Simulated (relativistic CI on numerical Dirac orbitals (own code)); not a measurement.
What each ingredient does to the levels of Tc26+

Base calculation: Dirac-Coulomb-Breit CI, orbitals from a KLI potential per configuration, a model potential for QED, unscaled Slater integrals.

Configurations in the expansion (outside the closed core [Ne]): 3s²3p⁵, 3s3p⁶, 3s²3p⁴3d, 3s3p⁵3d, 3p⁶3d, 3s3p⁴3d², 3s²3p³3d4p, 3p⁶4s, 3s²3p⁴4s, 3s3p⁴3d4s, 3p⁶4p, 3s²3p⁴4p, 3s²3p³3d², 3s²3p²3d³, 3s3p³3d³, 3s²3p²3d²4s, 3s²3p²3d²4p. Double excitations out of closed p, d and f shells are left out; levels of such configurations are missing from the list, as are those of other unlisted configurations, and high levels can miss mixing partners.

The lowest level and the first level of each name with at least 55 % of one term (blank where a level has no safe partner in the second run):

```
            Level  Base (cm⁻¹)  Shift (cm⁻¹)
    3s²3p⁵ ²P°3/2            0             0
    3s²3p⁵ ²P°1/2       209571         +2137
      3s3p⁶ ²S1/2       825493        -11944
   3s²3p⁴3d ⁴D5/2       920651        -16289
   3s²3p⁴3d ⁴D7/2       943592        -17390
   3s²3p⁴3d ⁴F9/2       990174        -19626
   3s²3p⁴3d ⁴P1/2      1058092        -10368
   3s²3p⁴3d ⁴D1/2      1090836        -13645
   3s²3p⁴3d ²G9/2      1222079        -16967
   3s²3p⁴3d ²S1/2      1350308        +26929
   3s3p⁵3d ⁴P°1/2      1711716              
   3s3p⁵3d ⁴P°3/2      1733091              
   3s3p⁵3d ⁴F°7/2      1797627              
   3s3p⁵3d ⁴F°9/2      1808693              
 3s²3p³3d² ⁶F°9/2      1925343              
3s²3p³3d² ⁶F°11/2      1939849              
 3s²3p³3d² ⁴P°1/2      1986624
```

At this charge energies of transitions that change n are usually good to better than 1 %, and those within a shell (Δn = 0) to a few per cent.

(1) One thing was changed in a second run, which moved the levels as shown. Which?
A. QED terms removed
B. Breit term removed
C. only the first 3 configurations

Answers

(1) C. Only the first 3 configurations. With fewer configurations the levels that remain lose their mixing partners.

LS names give the leading component of a level, which can be under half, so a name can repeat, a term be missing and a line seem to break the LS rules.
